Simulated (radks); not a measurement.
Valence configurations of the samarium ion Sm3+ (all share [Xe]). All-electron calculation, Dirac Kohn-Sham, PBEsol, spin-unpolarised, spherical densities, finite nucleus; open shells fill j = l - 1/2 first; Fermi nuclear charge, rms radius 5.0819 fm. Program: a radial shooting solver on a logarithmic mesh with Libxc functionals. Energies are relative to 4f5; eigenvalues in eV.

valence      E (eV)  e(4f5/2)  e(5d3/2)  e(6p1/2)  e(6s1/2)
4f5           0.000   -32.615         -         -         -
4f4.5 5d0.5   4.601   -35.976   -25.538         -         -
4f4.5 6s0.5   6.316   -37.544         -         -   -23.034
4f4 6s1      14.560   -42.777         -         -   -24.261
4f4 6p1      19.420   -43.680         -   -19.908         -
4f3 5d2      26.395   -47.155   -28.271         -         -

NIST lists [Xe] 4f5 as the ground configuration; this level of theory agrees among the configurations tried. The energies are those of spherical spin-averaged densities, not of single terms.
